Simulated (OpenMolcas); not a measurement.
## Pd+: from CASSCF to CASPT2

| Item | Value |
| --- | --- |
| Program | OpenMolcas 26.06 |
| Basis | ANO-RCC-VQZP [8s7p5d3f2g1h] |
| Scalar Hamiltonian | DKH2, point nucleus |
| Active space | 9 electrons in 6 orbitals (4d 5s) |
| State averaging | 2S+1 = 2 even, 29 roots; 2S+1 = 4 even, 10 roots kept (CI in the orbitals of an earlier block) |
| Spin-orbit coupling | state interaction with AMFI integrals over the reference wave functions, term energies averaged over their components |

Methods on the same reference wave functions:
A. CASSCF
B. SS-CASPT2, IPEA 0.25 Eh, imaginary shift 0.1 Eh (closed shells correlated: 4s 4p)
C. MS-CASPT2, IPEA 0.25 Eh, imaginary shift 0.1 Eh (closed shells correlated: 4s 4p)
D. XMS-CASPT2, IPEA 0.25 Eh, imaginary shift 0.1 Eh (closed shells correlated: 4s 4p)

Energies in cm⁻¹ above 4d⁹ ²D_5/2, the measured ground level; measured values from NIST Handbook of Basic Atomic Spectroscopic Data.

| Level | A | B | C | D | Measured |
| --- | --- | --- | --- | --- | --- |
| 4d⁹ ²D_5/2 | 0.0 | 0.0 | 0.0 | 0.0 | 0.0 |
| 4d⁹ ²D_3/2 | 3626 | 3630 | 3660 | 3660 | 3539 |
| 4d⁸ 5s ⁴F_9/2 | 13628 | 24370 | 24480 | 27830 | 25084 |
| 4d⁸ 5s ⁴F_7/2 | 15619 | 26260 | 26370 | 29750 | 27097 |
| 4d⁸ 5s ⁴F_5/2 | 17362 | 28040 | 28150 | 31520 | 28929 |
| 4d⁸ 5s ⁴F_3/2 | 18447 | 29010 | 29120 | 32540 | 29948 |
| 4d⁸ 5s ²F_7/2 | 22020 | 31120 | 31230 | 34970 | 32281 |
| 4d⁸ 5s ²F_5/2 [65 %] | 24727 | 33300 | 33430 | 37280 | 34425 |
| 4d⁸ 5s ⁴P_5/2 [63 %] | 28035 | 35610 | 35730 | 39120 |  |
| 4d⁸ 5s ⁴P_1/2 | 31071 | 38360 | 38470 | 41610 |  |
| 4d⁸ 5s ²D_5/2 [65 %] | 32548 | 39800 | 40000 | 44140 |  |
| 4d⁸ 5s ²P_3/2 | 36825 | 42510 | 42650 | 46650 |  |
| 4d⁸ 5s ²P_1/2 | 37663 | 43150 | 43270 | 47160 |  |

Deviations, from unrounded energies. A percentage is the sum of absolute deviations over the sum of measured energies, with the sign that they share, or ± where signs differ.

```tsv
Against measurement	Levels	A	B	C	D
mean absolute deviation (cm-1)	7	9400	820	730	2300
fine structure of the ground term (%)	1	+2.5	+2.5	+3.5	+3.3
other configurations (%)	6	-37.1	-3.2	-2.8	+9.1
```

C lies closest to measurement on these levels and A furthest from it. The largest miss of C in the table is 4d⁸ 5s ²F_7/2, by -1000 cm-1. The ranking rests on the paired levels alone, and a cruder setting can come out closer through cancelling errors.

Among B to D the level of the table that moves most is 4d⁸ 5s ²D_5/2 [65 %], by 4300 cm-1 (lowest in B, highest in D). Moves below CASPT2's spread within the term are not significant.

The two smallest mean deviations differ by little beside CASPT2's spread within terms, so their order carries little weight.

The lowest spin-free term lies below A's lowest term by 0.690 hartree in B, 0.690 hartree in C, 0.714 hartree in D.

CASPT2 does not keep the components of a term degenerate, so their means are used; among the terms shown or strongly mixed into the levels shown the widest spread is 1300 cm-1 (4d⁸ 5s ²F, D). Terms from blocks run as CI alone lack orbitals of their own. A single d shell beside an s shell can misplace configurations of different d count against each other. Without dynamic correlation excited terms often stand tens of per cent too high (terms of higher spin than the ground term too low), and those without a measured partner can miss by more than the paired ones (holds for A). Computed and measured levels are paired by configuration, term and J; levels that our copy of the source lacks, or whose pairing is in doubt (as where it misses far off the trend of its configuration), stay unpaired and out of the deviations. Levels of configurations outside the active space are missing. Levels that lie high or do not pair safely by name in every column are left out.

A share in square brackets marks a mixed level and gives the weight of the term that names it, the lowest over the columns.
